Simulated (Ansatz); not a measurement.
One change: `CO[Si](C)(N)F` becomes `CO[Si](C)(N)Cl`.

Ansatz, PBE0-D4/def2-TZVP geometries, multiplicity 1. Each molecule was computed in one conformer, which needn't be the lowest.

| property | `CO[Si](C)(N)F` |
| --- | --- |
| HOMO energy (PBE/def2-TZVPP) / eV | -6.15 |
| size of the dipole moment (B3LYP/def2-TZVPP) / D | 2.04 |
| HOMO energy (PBE0/def2-TZVPP) / eV | -7.63 |
| LUMO energy (PBE/def2-TZVPP) / eV | 0.04 |
| HOMO–LUMO gap (PBE0/def2-TZVPP) / eV | 8.48 |
| LUMO energy (B3LYP/def2-TZVPP) / eV | 0.49 |

Question: What does the change do to each property? (Estimate.)

Answer: The calculation gave: 
```
                                        property  `CO[Si](C)(N)Cl`  shift
               HOMO energy (PBE/def2-TZVPP) / eV             -6.20  -0.05
size of the dipole moment (B3LYP/def2-TZVPP) / D              2.19   0.15
              HOMO energy (PBE0/def2-TZVPP) / eV             -7.67  -0.04
               LUMO energy (PBE/def2-TZVPP) / eV              0.01  -0.03
            HOMO–LUMO gap (PBE0/def2-TZVPP) / eV              8.50   0.02
             LUMO energy (B3LYP/def2-TZVPP) / eV              0.48  -0.01
```

Dipoles are sizes alone; their direction can turn.

B3LYP here is the variant with VWN-RPA as its local correlation; programs differ in this.
